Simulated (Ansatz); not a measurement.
Coupled-cluster run, `[Ag][Ag]`.

```yaml
crystal:
  periodic: [false, false, false]
  atoms:
    - {symbol: Ag, position_ang: [-1.095639, 0.386398, -0.556414]}
    - {symbol: Ag, position_ang: [1.095639, -0.386398, 0.556414]}
basis:
  gaussian: {orbitals: def2-QZVPP}
correlation: {method: ccsd_t}
```

```sh
$ ansatz run in.yaml --threads 2 --pin off --events-out ev --progress --plain --max-ram 32768MiB --backend cuda --devices 0, --max-vram 18GiB
```

Output of Ansatz, abridged:

```
Functional definition: HF
1214 factors; integrals over basis functions are off by at most 1.2e-3 eV
mean field evaluation 1: about -7949.5974 eV, gradient 4.5e1 eV
mean field evaluation 2: about -7949.6942 eV, gradient 4.5e1 eV
mean field evaluation 4: about -7952.5296 eV, gradient 1.6e0 eV
mean field evaluation 8: about -7952.5614 eV, gradient 3.2e-1 eV
mean field evaluation 16: about -7952.5622 eV, gradient 1.7e-6 eV
mean field -7952.56217247 eV, -292.2512693982 hartree, gradient 1.7e-6 eV, S^2 0.000000; 0 other end points of the search recorded, 0 dependent functions left out
reference -7952.56217247 eV, -292.2512693982 hartree; 19, 19 occupied and 157, 157 virtual orbitals, 1214 factors
second order -41.46587795 eV of doubles, -0.00000000 eV of singles
cycle   1  -38.04917288 eV  change     3.4e0 eV  update   1.6e-1
cycle   2  -39.13757181 eV  change    -1.1e0 eV  update   5.5e-2
cycle   3  -39.32105098 eV  change   -1.8e-1 eV  update   2.4e-2
cycle   4  -39.25619822 eV  change    6.5e-2 eV  update   8.4e-3
cycle   5  -39.22949645 eV  change    2.7e-2 eV  update   3.3e-3
cycle   6  -39.23161252 eV  change   -2.1e-3 eV  update   1.7e-3
cycle   7  -39.23675011 eV  change   -5.1e-3 eV  update   9.6e-4
cycle   8  -39.23590978 eV  change    8.4e-4 eV  update   4.1e-4
cycle   9  -39.23554892 eV  change    3.6e-4 eV  update   1.6e-4
cycle  10  -39.23599009 eV  change   -4.4e-4 eV  update   7.4e-5
cycle  11  -39.23562677 eV  change    3.6e-4 eV  update   2.9e-5
cycle  12  -39.23558909 eV  change    3.8e-5 eV  update   9.8e-6
perturbative correction -1.52939632 eV, -0.0562042781 hartree
Total energy: -7993.32715789 eV, -293.7493549806 hartree
```

It took 9 s on 2 threads of an AMD EPYC 7R13 on a shared host and a share of an NVIDIA H100 80 GB, with 0.79 GiB of host memory at the peak.

MP2 recovers 101.7 % of the CCSD(T) correlation energy and the triples give 3.8 %; T1 = 0.0167.
